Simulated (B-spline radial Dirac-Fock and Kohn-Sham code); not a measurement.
# Compton profile of Sr²⁺

System: Sr²⁺ in the configuration [Ar] 3d10 4s2 4p6, inside a Watson sphere of charge -2 and radius 3 Å (a model of the Madelung potential; inside it an electron's potential energy is raised by 9.6 eV).

The run's input, task.json:

```json
{"items": [{
  "Z": 38,
  "q": 2,
  "cfg": [[1, 0, 2], [2, 0, 2], [2, 1, 6], [3, 0, 2], [3, 1, 6], [3, 2, 10], [4, 0, 2], [4, 1, 6]],
  "A": 88,
  "rrms": 4.224,
  "watson": [-2, 3.0],
  "do": ["scatter"],
  "s": [0.0, 0.05, 0.1, 0.15, 0.2, 0.25, 0.3, 0.35, 0.4, 0.45, 0.5, 0.6, 0.7, 0.8, 0.9, 1.0, 1.1, 1.2, 1.4, 1.6, 1.8, 2.0, 2.5, 3.0, 3.5, 4.0, 5.0, 6.0],
  "pz": [0, 0.1, 0.2, 0.3, 0.4, 0.5, 0.6, 0.8, 1.0, 1.2, 1.4, 1.6, 1.8, 2.0, 2.5, 3.0, 4.0, 5.0, 7.0, 10.0, 15.0, 20.0, 30.0, 40.0, 60.0, 100.0],
  "hv_scatter": [1000, 2000, 5000, 8047.8, 17479.3, 20000, 100000, 1000000]
}]}
```

Run with: `python xray_run.py task.json out`

Method: the impulse approximation on Dirac-Fock orbitals of the configuration average with a finite nucleus. Computed with a B-spline atomic structure program. pz is in atomic units of momentum; subshell profiles are per electron, for a selection of subshells; open shells are spread over both j values by their weights.

```csv
pz,J total,J 3s1/2,J 3p1/2,J 4s1/2,J 4p3/2
0,5.985,0.204,0.123,0.572,0.390
0.1,5.967,0.204,0.123,0.563,0.390
0.2,5.913,0.203,0.123,0.539,0.389
0.3,5.820,0.201,0.123,0.502,0.387
0.4,5.684,0.198,0.123,0.454,0.381
0.5,5.505,0.195,0.123,0.399,0.371
0.6,5.285,0.191,0.123,0.342,0.354
0.8,4.755,0.181,0.123,0.233,0.305
1,4.176,0.169,0.122,0.145,0.242
1.2,3.636,0.155,0.121,0.0863,0.177
1.4,3.188,0.141,0.119,0.0525,0.121
1.6,2.845,0.126,0.116,0.0365,0.0781
1.8,2.594,0.111,0.113,0.0307,0.0484
2,2.411,0.0972,0.109,0.0295,0.0297
2.5,2.105,0.0656,0.0962,0.0282,0.0115
3,1.863,0.0420,0.0806,0.0220,0.00929
4,1.399,0.0178,0.0489,0.00798,0.00814
5,1.014,0.0121,0.0253,0.00251,0.00475
7,0.5610,0.0111,0.00593,0.00155,0.000938
10,0.2851,0.00507,0.00311,0.000806,0.000315
15,0.1180,0.000587,0.00216,8.71e-05,0.000224
20,0.05676,0.000315,0.000910,3.98e-05,9.20e-05
30,0.01790,0.000211,0.000141,2.71e-05,1.31e-05
40,0.007027,8.99e-05,2.73e-05,1.15e-05,2.38e-06
60,0.001480,1.68e-05,2.12e-06,2.14e-06,< 1e-6
100,0.0001467,1.40e-06,< 1e-6,< 1e-6,< 1e-6
```

J(0) = 5.985. The 4p3/2 subshell gives the largest part, 26 %.

Mean momentum ⟨p⟩ by subshell (a.u.): 1s1/2 33.4, 2s1/2 11.5, 2p1/2 15.5, 2p3/2 15.1, 3s1/2 5.15, 3p1/2 6.11, 3p3/2 5.99, 3d3/2 6.86, 3d5/2 6.81, 4s1/2 1.87, 4p1/2 1.99, 4p3/2 1.95.
